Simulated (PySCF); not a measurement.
# Si¹¹⁺ (silicon, charge +11) across methods

[He] 2s1, 2S determinant. Calculation: PySCF 2.14, in an even-tempered Gaussian basis (17 s from 1.3 bohr⁻², ratio 2.2; 9 p from 2.1 bohr⁻², ratio 2.4; 6 d from 6.4 bohr⁻², ratio 2.4; 5 f from 9.6 bohr⁻², ratio 2.4; 5 g from 14 bohr⁻², ratio 2.4); no relativity, point nucleus.

| method | E (hartree) | mean ε 1s α (eV) | mean ε 1s β (eV) | mean ε 2s α (eV) | Σ⟨r²⟩ (bohr²) | ⟨S²⟩ |
| --- | --- | --- | --- | --- | --- | --- |
| PBEsol | -206.0684 | -2273.9 | -2270.6 | -502.30 | 0.2914 | 0.750 |
| r2SCAN | -206.5720 | -2287.8 | -2284.8 | -504.40 | 0.2912 | 0.750 |
| UHF | -206.53853 | -2367.7 | -2360.5 | -521.86 | 0.2914 | 0.750 |
| M06 | -206.5804 | -2301.2 | -2297.5 | -507.89 | 0.2908 | 0.750 |
| LDA | -205.5214 | -2269.4 | -2265.8 | -501.46 | 0.2920 | 0.750 |
| PBE | -206.4630 | -2278.2 | -2274.8 | -503.15 | 0.2910 | 0.750 |

**Question.** Estimate the same row for PBE0.

**Answer.** E (hartree) = -206.4961; mean ε 1s α (eV) = -2300.8; mean ε 1s β (eV) = -2296.4; mean ε 2s α (eV) = -507.96; Σ⟨r²⟩ (bohr²) = 0.2911; ⟨S²⟩ = 0.750.
